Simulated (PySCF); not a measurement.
## Interval between two levels of Pt³⁺ by level of theory

Pt³⁺ [Xe] 4f14 5d7 [4F9/2, M_J = 9/2] → Pt³⁺ [Xe] 4f14 5d6 6s1 [6D9/2, M_J = 9/2], as a difference of total energies. Computed with PySCF 2.14 in x2c-TZVPall-2c (11s11p10d2f, 108 functions), with the two-component X2C-1e Hamiltonian. Correlated levels: [Kr] 4d10 4f14 frozen; the 34 highest virtual spinors dropped. "Screened" scales the spin-orbit matrix elements by Boettger's factors to mimic the two-electron term; Breit and QED terms are absent.

```tsv
method	interval between two levels (cm⁻¹)
GHF (screened spin-orbit)	45605
GMP2 (screened spin-orbit)	44681
```

The labels give the starting determinants; with spin-orbit coupling the two ends relaxed to ⟨J²⟩ = 24.76, ⟨L²⟩ = 13.32, ⟨S²⟩ = 3.49 and ⟨J²⟩ = 24.77, ⟨L²⟩ = 6.85, ⟨S²⟩ = 8.36.
